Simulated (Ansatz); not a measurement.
`BN([SiH3])[SiH2]Cl` + H₂ → `BN([SiH3])[SiH3]` + HCl  (hydrogenolysis of the Si–Cl bond)

Gas-phase electronic energies from Ansatz, PBE0-D4/def2-TZVP geometries. CCSD(T)/CBS is the MP2 limit (def2-TZVPP, def2-QZVPP) plus CCSD(T) − MP2 in def2-TZVPP, frozen cores. This one scheme is used for every species. DFT in def2-TZVPP. One conformer a species, not always the lowest.

`BN([SiH3])[SiH2]Cl`:

```xyz
12

B    -0.768   -0.638    1.355
N    -0.131   -0.157    0.190
Si   -0.997    1.026   -0.787
Si    1.471   -0.672   -0.233
Cl    2.785    0.894   -0.026
H    -0.209   -1.417    2.072
H    -1.877   -0.257    1.612
H    -0.182    1.288   -2.000
H    -1.179    2.285   -0.027
H    -2.318    0.478   -1.174
H     1.518   -1.072   -1.656
H     1.888   -1.759    0.674
```

H₂:

Z-matrix (Å, degrees):
```
H
H 1 0.746
```

`BN([SiH3])[SiH3]`:

Z-matrix (Å, degrees):
```
Si
N 1 1.751
H 1 1.486 2 109.8
H 1 1.481 2 108.6 3 120.7
H 1 1.486 2 109.8 3 -118.7
Si 2 1.756 1 120.4 3 59.2
B 2 1.409 1 122.4 3 -120.9
H 6 1.483 2 110.5 1 -119.3
H 6 1.487 2 107.5 1 -0.1
H 6 1.483 2 110.5 1 119.2
H 7 1.198 2 120.6 1 0.0
H 7 1.203 2 119.0 1 -180.0
```

HCl:

Z-matrix (Å, degrees):
```
Cl
H 1 1.279
```

```json
{"level": "r2SCAN0", "ΔE (kJ/mol)": "88.7"}
{"level": "HF/def2-SVP", "ΔE (kJ/mol)": "66.9"}
```

Question: What does CCSD(T)/CBS give? (An estimate is asked.)

Answer: The calculation gave: +88.3 kJ/mol. The listed levels differ from it by 0.4, -21.4 kJ/mol.

Question: What do rigid-rotor, harmonic-oscillator terms from PBE0-D4/def2-TZVP frequencies (298.15 K, 1 bar) make of the CCSD(T)/CBS value? (Estimate.)

Answer: Ansatz gave: ΔZPE = +6.3 kJ/mol, ΔH = +92.5 kJ/mol, ΔS = 27 J/(mol·K), ΔG = +84.6 kJ/mol. Modes under 50 cm⁻¹ make the entropy rough.

Largest T1 diagnostic among the species: 0.013.

At CCSD(T), def2-SVP lies −17.4 kJ/mol from the extrapolated value and def2-TZVPP −5.8 kJ/mol. Leaving LDA and LC-ωPBE aside and taking each functional with its dispersion term where it has one, the values, not all of them listed here, spread over 8.8 kJ/mol, from CAM-B3LYP-D4 to r2SCAN-D4.
